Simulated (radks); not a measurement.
The numbers below are computed, except where a source is named.
Ionisation of P3+, [Ne] 3s2, to P4+, [Ne] 3s1, under several functionals. Dirac Kohn-Sham, spin-unpolarised, spherical densities, finite nucleus; a radial shooting solver on a logarithmic mesh with Libxc functionals.

functional,E(P3+) (hartree),Exc (hartree),IE (eV),-e(HOMO) (eV),<r> HOMO (bohr),IE error (eV)
revPBE,-339.84796,-22.13694,51.895,45.552,1.673,+0.451
exchange-only LDA,-337.62207,-19.85024,50.796,44.340,1.676,-0.648
B86b exchange with PBE correlation,-339.88915,-22.17877,52.075,45.669,1.669,+0.631
AM05,-338.75997,-21.01278,51.857,45.501,1.671,+0.413
BLYP,-339.93568,-22.22453,52.071,45.583,1.669,+0.627
"LDA (Slater exchange, Perdew-Zunger correlation)",-338.62052,-20.86751,52.189,45.746,1.667,+0.745
PBEsol,-339.16333,-21.42985,51.913,45.552,1.671,+0.470

NIST Atomic Spectra Database: 51.444 eV (measured). Closest: AM05. The Delta-SCF values span 1.39 eV, the total energies 2.31 hartree. The highest occupied level is 3s1/2. Spin polarisation and multiplet splitting are left out, so open shells lie too high by an amount that depends on their filling.

Beside tabulated values, note that spin-unpolarised runs miss the spin-polarisation part of the exchange energy of open shells.
